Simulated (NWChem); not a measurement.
## Correlation energy of 1,1,1,2-tetrafluoroethane (C₂H₂F₄)

SMILES: FCC(F)(F)F
```xyz
8

F      1.0611    -1.6289     0.0000
C     -0.2105    -1.1548     0.0000
C     -0.1972     0.3586     0.0000
F      0.4164     0.8438     1.0759
F      0.4164     0.8438    -1.0759
F     -1.4562     0.8049     0.0000
H     -0.7469    -1.4971     0.8994
H     -0.7469    -1.4971    -0.8994
```
Charge 0, spin multiplicity 1.

Program: NWChem. All single points use one geometry, from PBE0/def2-SVP, a minimum by its harmonic frequencies.

Basis set: STO-3G. Each correlation energy counts from its own Hartree-Fock reference.

The correlated methods keep 6 core orbitals frozen. Coupled-cluster values serve here as a point of comparison, not as the truth.

**Question.** Order these methods by the correlation energy they give, lowest first: SCS-MP2, CCSDT, CCSD(T), MP2.

**Answer.** CCSDT (-205.8 mHa), CCSD(T) (-204.7 mHa), SCS-MP2 (-167.9 mHa), MP2 (-156.1 mHa)
